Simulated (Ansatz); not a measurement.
The cluster TaSe2, relaxed as a quartet with UKS PBE-D4/def2-TZVP in Ansatz, starting from the PBE-D4/def2-TZVP geometry of the neutral doublet. Force threshold 0.02 eV/Å.

In the def2 sets Ta takes a core potential; there is no spin–orbit coupling. The relaxation made no stability test and no search for a lower SCF solution. The structure comes from a short search, and lower isomers may exist.

Start:

| atom | x (Å) | y (Å) | z (Å) |
| --- | --- | --- | --- |
| Ta1 | -0.614 | -0.325 | -1.265 |
| Se2 | 1.374 | -0.024 | 0.161 |
| Se3 | -0.759 | 0.350 | 1.104 |

```tsv
step	energy (eV)	largest force component (eV/Å)	SCF passes
1	-132231.3704	0.373	22
2	-132231.3742	0.227	27
3	-132231.3772	0.012	26
```

Force components are those of the run's own axes.

End:

| atom | x (Å) | y (Å) | z (Å) |
| --- | --- | --- | --- |
| Ta1 | -0.622 | -0.329 | -1.280 |
| Se2 | 1.378 | -0.022 | 0.169 |
| Se3 | -0.756 | 0.351 | 1.112 |

By distances, no bond broke or formed. The bond that changes most is Ta1–Se2, from 2.46 to 2.49 Å (atoms count from 1). The end is the same structure that another start reached.

No frequencies were taken in this run, so the end may be a saddle point.

Hardware: 4 threads of Arm Neoverse V1 on a shared host. Wall time 7.5 s.
